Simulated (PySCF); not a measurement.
**Working out the excitation energy of O⁺**

O⁺ [He] 2s2 2p3 (4S) → O⁺ [He] 2s1 2p4 (4P). Calculation: PySCF 2.14, in x2c-TZVPPall; the spin-free X2C one-electron Hamiltonian (Gaussian nucleus). Frozen: nothing. Energies in hartree (1 hartree = 27.21139 eV):

| part | O⁺ (lower) | O⁺ (upper) |
| --- | --- | --- |
| UHF | -74.426619 | -73.876674 |
| MP2 opposite-spin | -0.083987 | -0.082774 |
| MP2 same-spin | -0.029804 | -0.030247 |

What does Hartree-Fock give?

(-73.876674) − (-74.426619) = 0.549945 hartree = 14.965 eV.

What do MP2 and SCS-MP2 (6/5 opposite-spin, 1/3 same-spin) give?

The opposite-spin parts differ by 0.033 eV and the same-spin parts by -0.012 eV. MP2: 14.965 + (0.033) + (-0.012) = 14.986 eV. SCS-MP2: 14.965 + 1.2 × (0.033) + (-0.012)/3 = 15.001 eV.

Measured between the centres of the two terms (NIST): 14.870 eV, so MP2 (valence and next inner shell) is off by 0.116 eV.

What remains against the reference includes basis incompleteness and correlation beyond second order.
